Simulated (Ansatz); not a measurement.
CuHO, singlet: CASSCF and its corrections

Computed with Ansatz's Gaussian-basis code (development build). Basis cc-pVTZ, nonrelativistic, 6 orbitals frozen in the corrections. State-specific CASSCF; RHF is the lowest restricted (open-shell) Hartree–Fock solution met. Letters tell apart solutions met in one space. No symmetry is imposed, so a solution can break that of the shape. No proof that the lowest CASSCF solution was found.

Geometry:

```xyz
3

Cu    0.0000    0.0000    0.0000
O     0.0000    0.0000    1.9459
H     0.0000    0.8940    2.2729
```

CASSCF less RHF, in eV, and natural occupations:

```tsv
CAS	CASSCF	occupations
(2,2) a	-0.572	1.98, 0.02
(2,2) b	-0.552	1.97, 0.03
```

Q: What totals less RHF do the corrections give on each solution?

A: 

```json
{"CAS": "(2,2) a", "SC-NEVPT2": "-31.631"}
{"CAS": "(2,2) b", "SC-NEVPT2": "-31.626"}
```

Q: How do single-reference totals in the same basis and frozen core stand against SC-NEVPT2 in CAS(2,2) a?

A: CCSD(T) +2.291 eV. Coupled cluster stands on the determinant that it favours, which can lie over the RHF solution above, and is in doubt where the occupations are far from 0, 1 and 2.

Q: Roughly how much CPU time does a whole run from the default start take (median of such runs, summed over threads; nearly all runs on one pinned thread of a shared server, mostly Xeon at 2.3 to 2.6 GHz, by a development driver)?

A: CAS(2,2) a: about 15 s; CAS(2,2) b: about 11 s. Other jobs ran beside these, and the count of passes differs.
